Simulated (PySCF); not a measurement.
# Removal energies of Re⁵⁷⁺ from EOM-IP-GCCSD

Reference: closed-shell Re⁵⁷⁺, [Ar]; one electron is removed. Calculated with PySCF 2.14, two-component X2C-1e with screened spin-orbit coupling, an even-tempered Gaussian basis (17 s from 5.9 bohr⁻², ratio 2.6; 14 p from 7.7 bohr⁻², ratio 2.6; 5 d from 7.9 bohr⁻², ratio 2.8; 3 f from 120 bohr⁻², ratio 2.8); frozen [Ne]; the 60 highest virtual spinors dropped; of the others 50 kept and the rest restored at second order. No Breit or QED terms. Binding energies in eV.

```json
{"level": "3s1/2", "Koopmans": "6519.0", "second order": "6515.5", "EOM-CCSD": "6498.8"}
{"level": "3p1/2", "Koopmans": "6299.9", "second order": "6299.5", "EOM-CCSD": "6299.5"}
{"level": "3p3/2", "Koopmans": "5922.3", "second order": "5923.4", "EOM-CCSD": "5923.8"}
```

In EOM-CCSD the overlap with the one-orbital guess is low for 3s1/2 (weight 0.79). That can mean mixing with two-hole, one-particle states, where second order and EOM-CCSD lose accuracy, or only a rotation among the degenerate components of the shell; the terms of those configurations are not listed.

For comparison, the ionisation energy of Re⁵⁷⁺ is 5919 ± 6 eV (theoretical estimate listed by NIST; NIST Atomic Spectra Database, ionization energies).
